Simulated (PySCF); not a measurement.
Molecule: SMILES C[Si](C)(O)O, C2H8O2Si.

Bonds (- single, = double, # triple, : aromatic): C1-Si2 1.873 Å, Si2-C3 1.858 Å, Si2-O4 1.673 Å, Si2-O5 1.665 Å. C1 carries H6, H7, H8; C3 carries H9, H10, H11; O4 carries H12; O5 carries H13.

Geometry PBE0-D3(BJ)/def2-SVP throughout; GIAO in PySCF, gas phase, one conformer, non-relativistic; equivalent atoms averaged; basis pcSseg-2.

(1) How do the absolute shieldings σ depend on the functional? (ppm; last column core-seconds on shared hosts with different chips, so compare them loosely)

(2) Which nucleus moves most, in ppm?

## Answers

(1) 
```csv
functional,kind,C1/C3,Si2,O4/O5,H12/H13,H6/H7/H8/H9/H10/H11,core-s
HF,Hartree–Fock,191.6,386.1,286.1,30.14,31.58,15
LDA,LDA,180.7,291.3,252.2,29.44,30.67,29
PBE,GGA,179.9,316.4,256.8,30.10,31.09,37
BLYP,GGA,175.6,309.0,255.8,30.32,31.29,35
BP86,GGA,179.5,315.9,257.1,30.16,31.14,35
OPBE,GGA,184.8,347.1,266.3,30.15,31.12,37
KT2,GGA,182.6,341.5,255.5,30.10,31.09,37
KT3,GGA,181.8,353.9,262.1,30.34,31.27,37
B97-D,GGA,179.6,336.2,263.2,30.32,31.32,37
B3LYP,global hybrid,179.6,323.7,263.0,30.22,31.29,26
PBE0,global hybrid,184.3,334.9,266.1,30.05,31.15,25
mPW1PW91,global hybrid,183.7,334.5,266.4,30.11,31.20,26
WP04,global hybrid,172.4,337.6,267.7,30.40,31.50,41
B97-2,global hybrid,183.8,344.4,268.6,30.22,31.27,39
BHandHLYP,global hybrid,184.5,345.9,272.3,30.12,31.34,38
CAM-B3LYP,range-separated hybrid,182.6,324.7,267.0,30.05,31.22,53
wB97X-D,range-separated hybrid,184.4,335.0,268.4,30.14,31.26,47
LC-wPBE,range-separated hybrid,187.5,334.1,274.5,30.03,31.19,58
```

(2) Si2 (silicon bonded to 2 C, 2 O): from 291.3 ppm with LDA to 386.1 ppm with HF. The smallest spread is 0.91 ppm, at H6/H7/H8/H9/H10/H11. Proton shifts span only some 12 ppm, so a few tenths of a ppm matter as much there as several ppm in carbon.
